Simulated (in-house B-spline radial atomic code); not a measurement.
Xe II (Xe+) is squeezed into an impenetrable sphere of radius R (the orbitals vanish at R). No spin polarisation. Caution: exact exchange at fractional occupations of open shells leaves self-interaction of up to several eV. All numbers are computed (non-relativistic B3LYP, spherical fractional occupations; point nucleus) with an all-electron radial atomic-structure program (B-spline basis), not measured.

Energies in eV above the free ion in [Kr] 4d10 5s2 5p5:

```
R (bohr)  highest level (eV)  [Kr] 4d10 5s2 5p5  [Kr] 4d10 4f1 5s1 5p5  [Kr] 4d10 5s2 5p4 5d1  -dE/dV in [Kr] 4d10 5s2 5p5 (GPa)
    8.73               -17.7          0.0008232                  30.93                  14.17                             0.0019
    6.48               -17.7            0.07366                  32.28                  14.76                              0.294
    4.62               -16.2              2.547                  36.98                  19.41                               19.2
    4.21               -14.9              5.479                  40.71                  23.48                               49.7
    3.69               -11.7              14.49                  50.98                  34.71                                172
    2.99              -0.947              54.92                  92.74                  80.73                               1030
    2.59                13.6              121.8                  158.3                  153.3                               3220
    2.06                61.6              384.9                  407.5                  428.5                              18200
    1.85                 103              638.9                  644.8                  688.9                              40400
    1.27                 448               3306                   3120                   3366                             562000
```

**Question.** Does [Kr] 4d10 4f1 5s1 5p5 fall below [Kr] 4d10 5s2 5p5 under compression?

**Answer.** Yes, between R = 1.85 and 1.27 bohr the order changes (near 1.83 bohr by linear interpolation).

**Question.** Does [Kr] 4d10 5s2 5p4 5d1 fall below [Kr] 4d10 5s2 5p5 under compression?

**Answer.** No, it stays above over the whole range.

The highest level is first positive in the row R = 2.59 bohr, pushed up by confinement above the zero of the free ion's potential. Each configuration is held fixed and needn't be the lowest in the sphere.
